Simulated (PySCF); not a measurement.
Compound: C6H14O2Si.
Numbering: `[CH3:1][C@@H:2]1[CH2:3][CH2:4][CH2:5][C@@H:6]1[SiH:7]([OH:8])[OH:9]` (hydrogens: H10, H11, H12 on C1; H13 on C2; H14, H15 on C3; H16, H17 on C4; H18, H19 on C5; H20 on C6; H21 on Si7; H22 on O8; H23 on O9)

Computed by this run: PBE0-D3(BJ)/def2-SVP geometry optimisation, gas phase (PySCF); density fitting, grid level 1; the optimiser is geomeTRIC in internal coordinates, started from a GFN2-xTB structure.

Step 9: E = -18399.9480 eV
```
atom  x, y, z in Å  |  force x, y, z in eV/Å
C1      0.1473    2.3270    1.1943    0.017   0.008   0.015
C2     -0.4409    1.1201    0.4843   -0.014  -0.007  -0.022
C3     -1.1735    0.1364    1.4106    0.011   0.003   0.022
C4     -1.1392   -1.2331    0.7017   -0.007  -0.013   0.003
C5     -0.2880   -1.0325   -0.5646   -0.014  -0.008  -0.007
C6      0.5532    0.2202   -0.2749    0.020   0.010  -0.032
Si7     2.1567   -0.1842    0.6084   -0.026  -0.011   0.017
O8      1.7981   -0.6728    2.1565    0.015   0.017   0.004
O9      2.9363   -1.4692   -0.1187   -0.014  -0.002  -0.008
H10    -0.6411    2.9225    1.6808   -0.002  -0.001  -0.006
H11     0.8543    2.0185    1.9826   -0.008   0.001  -0.001
H12     0.6835    2.9907    0.4975   -0.001  -0.003   0.001
H13    -1.1667    1.4822   -0.2691    0.001   0.006   0.013
H14    -2.1945    0.4804    1.6376    0.000  -0.003  -0.010
H15    -0.6306    0.0747    2.3661   -0.006   0.000   0.000
H16    -2.1448   -1.6032    0.4505    0.003   0.001   0.003
H17    -0.6797   -1.9864    1.3585    0.007   0.005  -0.004
H18     0.3181   -1.9152   -0.8205    0.005   0.004   0.004
H19    -0.9411   -0.8298   -1.4306    0.004  -0.003   0.003
H20     0.8774    0.7069   -1.2151    0.001  -0.007   0.005
H21     3.0970    0.9832    0.6081   -0.004   0.006   0.000
H22     2.5316   -1.0186    2.6737    0.002  -0.012  -0.012
H23     3.4631   -1.2813   -0.8996    0.009   0.008   0.009
```

Step 10: E = -18399.9491 eV
```
atom  x, y, z in Å  |  force x, y, z in eV/Å
C1      0.1509    2.3250    1.1966    0.009   0.001   0.003
C2     -0.4418    1.1212    0.4839    0.005  -0.006  -0.016
C3     -1.1785    0.1396    1.4097    0.015   0.000   0.012
C4     -1.1384   -1.2331    0.7071    0.003  -0.008   0.005
C5     -0.2919   -1.0341   -0.5622   -0.006  -0.001  -0.004
C6      0.5503    0.2200   -0.2779   -0.034   0.010  -0.029
Si7     2.1546   -0.1855    0.6001   -0.009   0.012   0.022
O8      1.7928   -0.6799    2.1450   -0.010   0.015   0.026
O9      2.9333   -1.4647   -0.1354   -0.002  -0.033  -0.015
H10    -0.6365    2.9270    1.6764   -0.002   0.000  -0.001
H11     0.8499    2.0116    1.9899   -0.002   0.000   0.002
H12     0.6969    2.9836    0.5026   -0.001  -0.001   0.000
H13    -1.1654    1.4880   -0.2688   -0.006   0.004   0.009
H14    -2.2010    0.4837    1.6291   -0.003  -0.003  -0.008
H15    -0.6414    0.0820    2.3685   -0.005   0.002   0.005
H16    -2.1417   -1.6127    0.4616   -0.001   0.004   0.003
H17    -0.6699   -1.9785    1.3664    0.005   0.000  -0.003
H18     0.3140   -1.9168   -0.8184    0.006   0.003   0.002
H19    -0.9470   -0.8333   -1.4269   -0.003  -0.002   0.002
H20     0.8659    0.7051   -1.2215    0.024  -0.004   0.006
H21     3.0972    0.9802    0.6069   -0.005   0.008  -0.004
H22     2.5217   -1.0256    2.6681    0.014  -0.014  -0.018
H23     3.5027   -1.2668   -0.8829    0.010   0.014   0.004
```

Step 11: E = -18399.9503 eV
```
atom  x, y, z in Å  |  force x, y, z in eV/Å
C1      0.1560    2.3227    1.1982   -0.006  -0.008  -0.013
C2     -0.4437    1.1232    0.4826    0.027  -0.001  -0.002
C3     -1.1847    0.1442    1.4085    0.012  -0.006  -0.004
C4     -1.1362   -1.2330    0.7147    0.012   0.002   0.003
C5     -0.2982   -1.0357   -0.5599    0.008   0.007   0.002
C6      0.5450    0.2201   -0.2827   -0.082   0.000  -0.013
Si7     2.1495   -0.1876    0.5908    0.017   0.032   0.014
O8      1.7861   -0.6916    2.1317   -0.033   0.016   0.046
O9      2.9283   -1.4579   -0.1583    0.011  -0.049  -0.020
H10    -0.6294    2.9333    1.6703   -0.002   0.001   0.004
H11     0.8450    2.0032    1.9974    0.005   0.000   0.004
H12     0.7139    2.9745    0.5075   -0.001   0.001  -0.002
H13    -1.1656    1.4963   -0.2680   -0.012   0.000   0.000
H14    -2.2098    0.4873    1.6169   -0.005  -0.003  -0.004
H15    -0.6560    0.0932    2.3723   -0.004   0.003   0.009
H16    -2.1368   -1.6251    0.4787   -0.006   0.004   0.002
H17    -0.6545   -1.9676    1.3764    0.001  -0.005  -0.001
H18     0.3081   -1.9179   -0.8169    0.003   0.000  -0.004
H19    -0.9574   -0.8380   -1.4221   -0.010   0.001   0.001
H20     0.8540    0.7024   -1.2292    0.040  -0.001   0.004
H21     3.0940    0.9767    0.6065   -0.006   0.007  -0.007
H22     2.5127   -1.0410    2.6553    0.021  -0.016  -0.019
H23     3.5561   -1.2456   -0.8529    0.011   0.016  -0.001
```

Step 12: E = -18399.9512 eV
```
atom  x, y, z in Å  |  force x, y, z in eV/Å
C1      0.1637    2.3192    1.1983   -0.023  -0.013  -0.026
C2     -0.4466    1.1256    0.4803    0.041   0.010   0.017
C3     -1.1927    0.1503    1.4074    0.003  -0.010  -0.022
C4     -1.1335   -1.2328    0.7256    0.016   0.012   0.000
C5     -0.3088   -1.0377   -0.5574    0.024   0.017   0.007
C6      0.5361    0.2197   -0.2895   -0.102  -0.023   0.011
Si7     2.1417   -0.1891    0.5798    0.041   0.041  -0.008
O8      1.7787   -0.7080    2.1162   -0.044   0.017   0.059
O9      2.9257   -1.4440   -0.1898    0.014  -0.051  -0.015
H10    -0.6174    2.9422    1.6610   -0.001   0.000   0.010
H11     0.8406    1.9920    2.0046    0.010   0.000   0.004
H12     0.7368    2.9611    0.5107   -0.002   0.004  -0.003
H13    -1.1678    1.5071   -0.2662   -0.013  -0.007  -0.012
H14    -2.2216    0.4911    1.5996   -0.006  -0.001   0.002
H15    -0.6767    0.1092    2.3783    0.000   0.002   0.009
H16    -2.1310   -1.6407    0.5040   -0.007   0.001  -0.001
H17    -0.6334   -1.9532    1.3890   -0.003  -0.009   0.002
H18     0.2973   -1.9192   -0.8173   -0.003  -0.004  -0.011
H19    -0.9752   -0.8435   -1.4147   -0.013   0.006  -0.001
H20     0.8410    0.6979   -1.2388    0.044   0.005   0.000
H21     3.0853    0.9760    0.6072   -0.007   0.006  -0.006
H22     2.5048   -1.0720    2.6305    0.019  -0.017  -0.015
H23     3.6294   -1.2149   -0.8010    0.010   0.015  -0.004
```

Question: Estimate the geometry and energy of step 13. (The exact step hangs on the optimiser's Hessian estimate; all steps are aligned on step 12, rigid shifts and turns removed.)

Answer: E = -18399.9520 eV, largest force 0.078 eV/Å
```
atom  x, y, z in Å  |  force x, y, z in eV/Å
C1      0.1666    2.3185    1.1957   -0.023  -0.011  -0.022
C2     -0.4475    1.1261    0.4788    0.029   0.013   0.021
C3     -1.1946    0.1523    1.4074   -0.006  -0.007  -0.023
C4     -1.1333   -1.2326    0.7294    0.012   0.013  -0.003
C5     -0.3136   -1.0387   -0.5567    0.026   0.016   0.007
C6      0.5323    0.2182   -0.2912   -0.067  -0.031   0.027
Si7     2.1385   -0.1882    0.5799    0.034   0.029  -0.018
O8      1.7795   -0.7118    2.1168   -0.030   0.011   0.036
O9      2.9286   -1.4367   -0.1962    0.006  -0.033  -0.004
H10    -0.6125    2.9457    1.6562   -0.001  -0.001   0.009
H11     0.8410    1.9902    2.0038    0.009   0.001   0.002
H12     0.7434    2.9566    0.5077   -0.003   0.005  -0.003
H13    -1.1699    1.5093   -0.2658   -0.007  -0.009  -0.015
H14    -2.2249    0.4922    1.5941   -0.003   0.001   0.007
H15    -0.6831    0.1150    2.3810    0.004   0.001   0.004
H16    -2.1309   -1.6430    0.5127   -0.003  -0.003  -0.002
H17    -0.6288   -1.9500    1.3927   -0.004  -0.007   0.005
H18     0.2915   -1.9204   -0.8185   -0.005  -0.004  -0.011
H19    -0.9832   -0.8447   -1.4117   -0.009   0.007   0.000
H20     0.8417    0.6940   -1.2404    0.029   0.008  -0.001
H21     3.0774    0.9806    0.6094   -0.004   0.004  -0.007
H22     2.5065   -1.0976    2.6139    0.009  -0.012  -0.006
H23     3.6518   -1.1988   -0.7810    0.007   0.009  -0.002
```

The energy changes by -0.0008 eV. The first-order estimate −F·Δx gives -0.0010 eV and the mean of the old and new forces, exact on a quadratic surface, -0.0007 eV. The step makes an angle of 84° with the force vector and moves no atom by more than 0.034 Å.

The cost below is that of the whole optimisation. The run took 7.0 min of wall time on an Arm Neoverse V1 with one thread, no GPU, on a shared host.
